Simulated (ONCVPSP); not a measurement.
V, ONCV: configuration errors across variants

ONCVPSP 4.0.1 input, shortened (lines: element, Z, core and valence counts, functional; n l f; lmax; l rc ep ncon nbas qcut; lloc lpopt rc5 dvloc0; l nproj debl; icmod fcfact rcfact), PBE, fully relativistic:

```
  V 23.00    3    3        4      upf
    1    0    2.00
    2    0    2.00
    2    1    6.00
    3    0    2.00
    3    1    6.00
    3    2    3.00
    2
    0    1.50    0.00    5    8   10.30
    1    1.50    0.00    4    8    8.20
    2    2.30    0.00    5   10    6.30
    4    5    1.15    0.00
    0    2    3.20
    1    2    1.30
    2    2    2.80
    3    4.00    1.05
```

Open shells are filled in proportion to 2j + 1.

In the p channel the program set the typed energies aside and used -2.216, 0.250 Ha (j = l + 1/2; the other j can differ).

All-electron excitation energies from the reference (eV): (1) 3s2 3p6 3d3 4s2 -22.031; (2) 3s2 3p6 3d3 4s1 -14.296; (3) 3s2 3p6 3d2 28.897; (4) 3s2 3p6 3d3 4p1 -10.191.

Errors AE − PS in meV (a dash: test not solved or not reliable):

```csv
change,(1),(2),(3),(4),bound ghosts,GHOST(+) flags above zero
base,-2.2,-2.8,+288,-0.7,none,none
d: qcut 3.9,-29,-15,+620,-3.5,none,none
d: qcut 4.8,-16,-9.3,+463,-2.3,none,none
d: qcut 5.4,-8.6,-5.9,+381,-1.5,none,none
d: qcut 6,-3.9,-3.6,+318,-0.9,none,none
d: qcut 7.8,+2.0,-0.5,+199,-0.1,none,none
d: qcut 8.5,+2.6,-0.1,+172,0.0,none,none
d: qcut 9.3,+2.9,+0.2,+152,0.0,none,none
```

**Question.** Give the same row for: d: qcut 7.1.

**Answer.** +0.7, -1.2, +234, -0.3; bound ghosts: none; GHOST(+) flags above zero: none.
